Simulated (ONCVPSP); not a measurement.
# Gd (Z = 64), ONCV: configuration errors across variants

```
Element                 : gadolinium (Gd)
Generator               : ONCVPSP 4.0.1
Type                    : optimised norm-conserving Vanderbilt (ONCV)
Functional              : PW91
Relativity              : scalar-relativistic
Frozen core             : [Kr] 4d10
Valence charge          : 18
Reference configuration : 4f6 5s2 5p6 5d2 6s2
Partial waves           : 5s+6s: rc 2.35 bohr, ncon 3, nbas 6, qcut 4.3 1/bohr, 2 projectors; 5p: rc 2.30 bohr, ncon 3, nbas 6, qcut 6.8 1/bohr, 2 projectors, debl 2.4 Ha; 5d: rc 2.25 bohr, ncon 5, nbas 10, qcut 4.6 1/bohr, 1 projector; 4f: rc 1.35 bohr, ncon 5, nbas 9, qcut 12 1/bohr, 3 projectors, debl 0.6 Ha
Local potential         : polynomial inside 1.25 bohr (lpopt 1, dvloc0 2 Ha)
Core correction         : none
```

All-electron excitation energies from the reference (eV): (1) 4f7 5s2 5p6 5d1 6s2 -8.923; (2) 4f7 5s2 5p6 5d1 6s1 -2.233; (3) 4f7 5s2 5p6 5d1 6s0 9.891; (4) 4f7 5s2 5p5 5d1 6s2 23.428.

A true bound ghost makes a file unfit for plane-wave use even where its test errors are small: the radial tests pick states by their node count and pass the ghost by.

Errors AE − PS in meV (a dash: test not solved or not reliable):

```tsv
change	(1)	(2)	(3)	(4)	bound ghosts	GHOST(+) flags above zero
base	+171	+210	+269	+197	none	f
all radii scaled by about 0.82 (s 1.94, p 1.90, d 1.84, f 1.10 bohr); local potential polynomial inside 1.02 bohr (lpopt 1, dvloc0 2 Ha)	–	–	–	–	s	p, f
all radii scaled by about 0.88 (s 2.06, p 2.02, d 1.98, f 1.18 bohr); local potential polynomial inside 1.10 bohr (lpopt 1, dvloc0 2 Ha)	+41	+76	+128	+14	none	s, f
all radii scaled by about 1.23 (s 2.88, p 2.82, d 2.76, f 1.66 bohr); local potential polynomial inside 1.54 bohr (lpopt 1, dvloc0 2 Ha)	+405	+446	+506	+522	none	none
all radii scaled by about 1.30 (s 3.06, p 2.98, d 2.92, f 1.76 bohr); local potential polynomial inside 1.62 bohr (lpopt 1, dvloc0 2 Ha)	–	+525	+585	+607	none	none
```

Give the same row for: all radii scaled by about 1.08 (s 2.52, p 2.48, d 2.42, f 1.46 bohr); local potential polynomial inside 1.34 bohr (lpopt 1, dvloc0 2 Ha).

+259, +299, +356, +329; bound ghosts: none; GHOST(+) flags above zero: s, f.
